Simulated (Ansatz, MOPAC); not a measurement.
Species: AlOF, net charge 0, singlet state. SMILES: [F][Al]=[O]

Atoms: Al1, O2, F3. Bonds: Al1-O2, Al1-F3.

Bond lengths (Å) and angles (degrees) optimised at PM3 with MOPAC; PM7 with MOPAC; B3LYP/6-31G* with Ansatz (an electronic-structure program), each started from the B3LYP-D3(BJ)/def2-TZVP structure (Ansatz) of the last column. A row stands for all coordinates that are equal there. 6-31G* holds six Cartesian d functions.

| coordinate | PM3 | PM7 | B3LYP/6-31G* | B3LYP-D3(BJ)/def2-TZVP |
|---|---|---|---|---|
| Al1-O2 | 1.576 | 1.574 | 1.606 | 1.597 |
| Al1-F3 | 1.642 | 1.577 | 1.639 | 1.636 |
| O2-Al1-F3 | 180.0 | 180.0 | 180.0 | 180.0 |

Mean signed difference of all 2 bond lengths from B3LYP-D3(BJ)/def2-TZVP: PM3 -0.008 Å, PM7 -0.041 Å, B3LYP/6-31G* 0.006 Å.
